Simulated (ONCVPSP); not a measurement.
## What one change does to a pseudopotential (europium (Eu), ONCV)

```
Element                 : europium
Generator               : ONCVPSP 4.0.1
Type                    : optimised norm-conserving Vanderbilt (ONCV)
Functional              : LDA (Perdew-Wang 92)
Relativity              : scalar-relativistic
Frozen core             : [Kr] 4d10 4f6
Valence charge          : 11
Reference configuration : 5s2 5p6 5d1.5 6s1.5
Partial waves           : 5s+6s: rc 1.85 bohr, ncon 4, nbas 7, qcut 6.8 1/bohr, 3 projectors, debl 1.2 Ha; 5p: rc 2.15 bohr, ncon 4, nbas 7, qcut 5.9 1/bohr, 2 projectors, debl 1.8 Ha; 5d: rc 3.30 bohr, ncon 3, nbas 8, qcut 4.2 1/bohr, 3 projectors, debl 3.9 Ha
Local potential         : polynomial inside 1.80 bohr (lpopt 5, dvloc0 -1 Ha)
Core correction         : Teter function, fcfact 2.25, rcfact 1.8
```

All-electron outer shells of the reference configuration (LDA (PZ), scalar-relativistic, ld1.x):

| shell | level (eV) | outermost node (bohr) | outermost maximum (bohr) |
| --- | --- | --- | --- |
| 5s | -47.55 | 0.67 | 1.21 |
| 5p | -25.98 | 0.72 | 1.38 |
| 4f | -7.78 | – | 0.58 |
| 6s | -3.96 | 1.64 | 3.43 |
| 5d | -2.34 | 0.81 | 2.03 |

Change: d: qcut 3.4.

Cutoffs: the cutoffs (Ha) at which the residual kinetic energy of the hardest occupied pseudo-wave falls to 1 and 0.1 mHa per electron; they do not see the model core or the augmentation charge, which bear on the density cutoff. Errors are all-electron minus pseudo energies relative to the spin-unpolarised reference configuration.

Question: Predict the effect on cutoff, ghosts and configuration errors.

Answer: The potential gets neither clearly harder nor softer (16 Ha and 19 Ha → 16 Ha and 19 Ha); the s channel sets the loose cutoff, while the largest relative change is in d, which becomes softer; of the 3 tests that both files solve, the error grows in 0 and shrinks in 1 by more than 15 % and 0.3 meV (median size 30.7 → 24.3 meV); neither file shows a bound ghost.

```csv
quantity,base,changed
"cutoff, loose",16 Ha,16 Ha
"cutoff, tight",19 Ha,19 Ha
loose cutoff by channel,"s 16 Ha, p 10 Ha, d 6.0 Ha","s 16 Ha, p 10 Ha, d 5.0 Ha"
bound ghosts,none,none
GHOST(+) flags under 300 eV,"d at 162.3 eV, s at 248.8 eV","d at 186.5 eV, s at 248.8 eV"
"tests counted as reliable (solved cleanly; for ONCVPSP, near-neutral configurations with less than one 5d electron left out)",3 of 4,3 of 4
"error for 5s2 5p6 5d1 6s2, meV [ΔE -0.76 eV]",-1.8,+1.9
"error for 5s2 5p6 5d1 6s1, meV [ΔE 5.99 eV]",-31,-24
"error for 5s2 5p6 5d1 6s0, meV [ΔE 18.20 eV]",-125,-110
s: phases at 1.88 bohr within 0.05 rad from the reference energy up to (Ha; the scan ends near 5),to the end of the scan,to the end of the scan
p: phases at 2.19 bohr within 0.05 rad from the reference energy up to (Ha; the scan ends near 5),to the end of the scan,to the end of the scan
d: phases at 3.34 bohr within 0.05 rad from the reference energy up to (Ha; the scan ends near 5),0.0,0.0
"rms error of d²Exc/dni dnj with the model core, mHa",0.69,0.85
```

Base: The cutoffs count occupied waves only; projector 3 of the d channel, the hardest unoccupied one, needs 69 Ha at the loose tolerance. Changed file: The cutoffs count occupied waves only; projector 2 of the d channel, the hardest unoccupied one, needs 45 Ha at the loose tolerance.
